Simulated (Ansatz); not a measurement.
A structure relaxed at PBE0-D4/def2-TZVP, charge 0, multiplicity 1:

```
atom    x (Å)    y (Å)    z (Å)
 Se1  -0.8954  -0.4323  -2.0075
 Si2   0.0902   0.0093  -0.0101
 Se3  -0.3960  -1.6938   1.4108
 Se4  -0.8248   1.9121   0.8257
  H5   0.0586  -1.5078  -2.3226
  H6   1.5567   0.1581  -0.1692
  H7   0.5463  -1.2074   2.4314
  H8  -0.1355   2.7620  -0.1584
```

Give its formula and SMILES.

H4Se3Si, `[SeH][SiH]([SeH])[SeH]`.

Point group (tolerance 0.08 Å, 0.16 Å for H)?

C3.

Summarise the bond lengths by kind.

3 × Se–Si 2.271 Å; 3 × H–Se 1.472 Å; 1 × H–Si 1.483 Å.

All numbers were calculated with Ansatz.
